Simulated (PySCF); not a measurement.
**Nuclear repulsion and electron count by hand**

System: O$_{2}$Ti (SMILES [O]=[Ti]=[O]), singlet, at a GFN2-xTB geometry (such geometries of metal compounds can be far from the true shape). Level: BLYP/STO-3G (PySCF). Sums are taken with unrounded values, so a last digit can differ.

Coordinates (Å):

```
atom         x         y         z
----  --------  --------  --------
Ti1    0.23899   0.04573   0.28656
O2     0.69527   0.11672  -1.27662
O3    -1.35250  -0.24248   0.48859
```

**Question.** Work out the nuclear repulsion energy and the numbers of alpha and beta electrons.

**Answer.** In atomic units each pair adds Z_i Z_j / r_ij, with r in bohr (1 bohr = 0.529177 Å).
| pair | r (Å) | r (bohr) | Z_i Z_j | term (Eh) |
|---|---|---|---|---|
| Ti1-O2 | 1.6300 | 3.0802 | 176 | 57.1398 |
| Ti1-O3 | 1.6300 | 3.0802 | 176 | 57.1398 |
| O2-O3 | 2.7273 | 5.1539 | 64 | 12.4177 |
The sum is 126.6973 Eh; PySCF gives 126.6973 Eh. The atomic numbers add up to 38, so at charge +0 there are 38 electrons; multiplicity 1 means 0 unpaired, so 19 alpha and 19 beta.
